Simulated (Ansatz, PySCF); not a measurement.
Gas-phase reaction in SMILES: FC(F)(F)C(F)(F)F + 6 C (CH4) → CC (C2H6) [ethane] + 6 CF (CH3F) [fluoromethane]
Each molecule is optimised on its own at B3LYP-D3(BJ)/def2-TZVP (Ansatz, a quantum-chemistry and plane-wave program), one conformer each, not searched for the lowest. Frequencies are from Ansatz or PySCF.

Property: bond separation energy (enthalpy at 298 K, with B3LYP-D3(BJ) rigid-rotor harmonic-oscillator terms), in kcal/mol. Cores are frozen in the correlated levels unless marked. Spin-orbit coupling is left out. Non-relativistic. CBS(X,Y): correlation extrapolated as X^-3; Hartree-Fock from the larger set. The bracket is a focal-point correction in the basis named.

RI-MP2/CBS(cc-pVTZ,cc-pVQZ)+[CCSD(T)-MP2]/cc-pVTZ (Ansatz) gives 68.8 kcal/mol.

Another calculation gave 76.5 kcal/mol. Which level was it?
A) r2SCAN/def2-TZVPD (Ansatz)
B) B3LYP/def2-TZVPD (Ansatz)
C) wB97X-V/def2-TZVPD (Ansatz)
D) PBE-QIDH/def2-TZVPD (Ansatz)

A, r2SCAN/def2-TZVPD (Ansatz). The others give 67.7 (wB97X-V), 60.8 (B3LYP), 70.9 (PBE-QIDH) kcal/mol.
